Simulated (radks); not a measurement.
Task: Excited configurations of Pt59+: one electron is placed in a higher orbital outside [Ar]. The ground configuration is [Ar] 3d1. All-electron calculation, scalar-relativistic Kohn-Sham, PBEsol, spin-polarised, spherical densities, finite nucleus; open shells are filled with parallel spins first (spin-orbit coupling, left out, can overturn this in heavy ions); Fermi nuclear charge, rms radius 5.427 fm. Program: a radial shooting solver on a logarithmic mesh with Libxc functionals. Excitation = E - E(ground); binding = E(ion) - E, where the ion is the core of charge +60; n* = 60/sqrt(2 binding) in atomic units. These energies are relativistic, and a one-electron ion of charge +60 with no core already has n* below n in this formula (scalar-relativistic equation, point nucleus: 4p 3.954, 4d 3.980, 4f 3.991, 5s 4.914, 5p 4.950, 7d 6.972). The quantum defect is therefore taken as that value minus n*, so that it holds no relativistic shift of the bare ion.

outer orbital  excitation (eV)  binding (eV)     n*  quantum defect  eigenvalue (eV)  <r> (bohr)
4d                      2758.3        3294.0  3.856           0.123          -3262.6      0.3226
4f                      2891.3        3161.0  3.936           0.054          -3122.6      0.2853
5s                      3772.6        2279.7  4.635           0.278          -2263.2      0.5384
5p                      3877.9        2174.4  4.746           0.204          -2158.3      0.5482
7d                      5006.5        1045.7  6.844           0.128          -1038.1       1.123

Estimate the row for 4p.

Result: excitation (eV) 2567.5; binding (eV) 3484.8; n* 3.749; quantum defect 0.205; eigenvalue (eV) -3455.9; <r> (bohr) 0.3364. The Delta-SCF ionisation energy is 6052.3 eV (NIST Atomic Spectra Database: 6106 eV, theoretical). Self-interaction in the functional shifts the binding energies and quantum defects, so they are the method's values and not measured ones. Open shells are spherical and high-spin; term and fine-structure splittings are not resolved. Spin-orbit splitting is averaged out at the scalar-relativistic level.
